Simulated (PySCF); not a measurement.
Electronic absorption of C7H11P

Compound: C₇H₁₁P.
SMILES: `CC#CP(C)C1CC1`

The calculation used PySCF 2.14.0, density-fitted response routines, TDDFT PBE0/def2-SVPD, vertical, gas phase, core orbitals frozen in the response. Isolated species at its GFN2-xTB geometry (one conformer only). Torsions of this conformer, `[CH3:1][C:2]#[C:3][P:4]([CH3:5])[CH:6]1[CH2:7][CH2:8]1`: C3–P4–C6–C7 30°.

Question: What does the calculation give for the low-lying excited states?

Answer: 

| state | λ (nm) | E (eV) | f | \|μ\| (D) | main configurations (H = HOMO, L = LUMO) |
| --- | --- | --- | --- | --- | --- |
| S1 | 236.3 | 5.25 | 0.023 | 1.08 | H→L (90%) |
| S2 | 215.1 | 5.76 | 0.103 | 2.17 | H→L+1 (81%), H-1→L (11%) |
| S3 | 204.6 | 6.06 | 0.0067 | 0.54 | H→L+2 (93%) |
| S4 | 192.3 | 6.45 | 0.015 | 0.79 | H-1→L+1 (75%) |
| S5 | 190.7 | 6.50 | 0.040 | 1.27 | H→L+3 (60%), H-1→L (13%), H→L+4 (8%) |
| S6 | 185.1 | 6.70 | 0.030 | 1.09 | H→L+4 (58%), H-2→L (18%) |

Triplets, Tamm–Dancoff:

| state | E (eV) | λ (nm) | main configurations (H = HOMO, L = LUMO) |
| --- | --- | --- | --- |
| T1 | 4.66 | 266.0 | H→L+1 (66%) |
| T2 | 4.68 | 264.7 | H→L (82%) |

The lowest singlet comes at 236 nm (506 kJ/mol) in the ultraviolet; it is weak; its leading configuration is HOMO→LUMO (90%). The most intense listed level is S2 at 5.76 eV (215 nm, f = 0.103), 0.52 eV above S1. Löwdin shares by element: HOMO phosphorus 44%, carbon 35% or more (atoms not listed hold the other 22%); LUMO carbon 48% or more, phosphorus 20% (atoms not listed hold the other 32%). The listed states span 1.45 eV, and the widest gap between neighbours is 0.52 eV (S1 to S2). The oscillator strengths of these states sum to 0.218; summed over the whole spectrum of an exact calculation they would give the number of electrons, 68 (Thomas–Reiche–Kuhn). Of the 6 states listed, 5 reach f = 0.01 and none stays under 0.0005. The window holds the lowest 6 singlets.
